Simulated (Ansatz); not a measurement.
Species: C₃H₃N₂, charge 0, multiplicity 2. It need not be the lowest isomer of its formula. SMILES: [c]1ccn[nH]1
Coordinates optimised at B3LYP-D3(BJ)/def2-TZVP (Ansatz, an electronic-structure program):
```
C
N 1 1.3299
N 2 1.3602 1 104.50
H 3 1.0039 2 119.93 1 -180.00
C 3 1.3362 4 129.32 2 -180.00
C 5 1.3707 3 109.88 4 180.00
H 6 1.0742 5 128.56 3 180.00
H 1 1.0785 2 119.27 3 180.00
```
Charge 0, spin multiplicity 2.

Atomisation energy built up term by term with Ansatz (kcal/mol; UHF references for open shells; valence terms freeze the core; atomic spin-orbit terms are left out). Basis-set limits of correlation are two-point, X^-3; Hartree-Fock from the larger set (for Q and 5 zeta extrapolated as (X+1)exp(-9√X)).

The UHF reference is spin-contaminated (<S^2> 0.24 over the pure value in the largest basis). 

| term | basis | kcal/mol |
|---|---|---|
| Hartree-Fock | CBS(cc-pVQZ,cc-pV5Z) | 529.66 |
| CCSD correlation | CBS(cc-pVQZ,cc-pV5Z) | ___ |
| (T) | CBS(cc-pVQZ,cc-pV5Z) | ___ |
| core correlation | cc-pwCVTZ | 4.51 |
| scalar relativity (X2C) | cc-pVTZ-DK against cc-pVTZ | -0.93 |
| sum: De |  | ___ |

**Question.** What belongs in the gaps?

**Answer.** 
- CCSD correlation, kcal/mol: 254.91
- (T), kcal/mol: 24.40
- sum: De, kcal/mol: 812.6
